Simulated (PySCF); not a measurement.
Q: Write Cartesian coordinates for `COC(=O)c1ccoc1` as optimised with GFN2-xTB.

A: 
```
atom  x, y, z in Å
C1    -2.8434    0.2566   -0.1945
O2    -1.4401    0.4656   -0.2201
C3    -0.6899   -0.5708    0.1854
O4    -1.1516   -1.6220    0.5565
C5     0.7417   -0.2630    0.1201
C6     1.3707    0.9445   -0.3021
C7     2.7040    0.7266   -0.1736
O8     2.9429   -0.5149    0.2915
C9     1.7644   -1.1087    0.4672
H10   -3.2956    1.1793   -0.5491
H11   -3.1755    0.0311    0.8212
H12   -3.1132   -0.5791   -0.8439
H13    0.8784    1.8292   -0.6464
H14    3.5548    1.3486   -0.3693
H15    1.7480   -2.1152    0.8351
```

Any rigid rotation of these coordinates is as good. Atoms count from 1 in this order. The 9 heavy atoms lie in one plane (0.001 Å rms). The C–O distances run from 1.207 Å (C3=O4, drawn double) to 1.419 Å (C1–O2, drawn single), a spread of 0.212 Å. Of the pairs four or more bonds apart, O4···H12 is among the closest relative to their van der Waals radii: 2.63 Å, 97 % of the sum of Bondi's values. The 5-membered ring C5–C6–C7–O8–C9 has internal angles of 105.6° to 110.8°; it is planar, 0.00 Å rms from its mean plane, widest ring torsion 0°.

Bonds between heavy atoms (Å): C1–O2 1.419, O2–C3 1.342, C3=O4 1.207, C3–C5 1.466, C5–C6 1.425, C6–C7 1.357, C7–O8 1.347, O8–C9 1.331, C5–C9 1.372.

Computed geometry: GFN2-xTB, gas phase.

Point group: Cs (tolerance 0.08 Å). Whether it is a minimum is left open (no frequencies). One conformer, not necessarily the lowest (C1–O2–C3–O4 0°, O2–C3–C5–C6 0°).
